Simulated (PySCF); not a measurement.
## Spin states of NaZn

Unrestricted PBE0; Na cc-pVDZ, Zn cc-pVDZ-PP with ECP10; scalar-relativistic core potentials (PySCF 2.14). Outer shells of the fragments: Na 3s1; Zn 3d10 4s2.

Followed along the bond (rough minima from three points):

```tsv
2Ms+1	unpaired	⟨S²⟩ at the start	R at minimum (Å)	Te (eV)
2	σ ↑	0.75	3.27	0.00
2	π ↑	0.75	2.68	1.19
4	σ ↑↑, π ↑	3.75	3.16	3.74
```

Solutions found at the starting distance of 2.765 Å, counted from the lowest of them; the search is not exhaustive and high or unbound solutions are not listed, so other states can lie among these:

| 2Ms+1 | unpaired | term | E (eV) | ⟨S²⟩ | ⟨Lz²⟩ | μ (D) |
| --- | --- | --- | --- | --- | --- | --- |
| 2 | σ ↑ | ²Σ⁺ | 0.00 | 0.75 | 0.00 | -0.42 |
| 2 | π ↑ | ²Π | 1.09 | 0.75 | 1.00 | -3.90 |
| 4 | σ ↑↑, π ↑ | ⁴Π | 3.73 | 3.75 | 1.00 | -3.10 |
| 2 | σ ↑↑, π ↓ | mixed | 4.58 | 1.75 | 1.00 | -2.78 |
| 4 | σ ↑↑↑ | ⁴Σ⁺ | 4.65 | 3.75 | 0.00 | 4.44 |
| 4 | σ ↑, π ↑↑ | ⁴Σ⁻ | 4.67 | 3.75 | 0.00 | -5.30 |
| 4 | σ ↑, π ↑↑ | mixed | 6.55 | 3.75 | 2.00 | 2.91 |

A term symbol is given only where ⟨S²⟩ and ⟨Lz²⟩ are close to those of a pure state; real π, δ and φ orbitals otherwise mix terms. A positive dipole means Na(−)Zn(+).

Compare the gap between the two lowest followed solutions at the starting distance with the gap between their minima.

At PBE0 the second solution (doublet, unpaired electrons π ↑) lies +1.09 eV from the first (doublet, unpaired electrons σ ↑) at 2.765 Å and +1.19 eV at the minima; the two curves relax by different amounts, since their minima lie near 2.68 and 3.27 Å.

Counting both spins, an empty level lies below a filled one in some of these solutions, because spin and occupation are held.
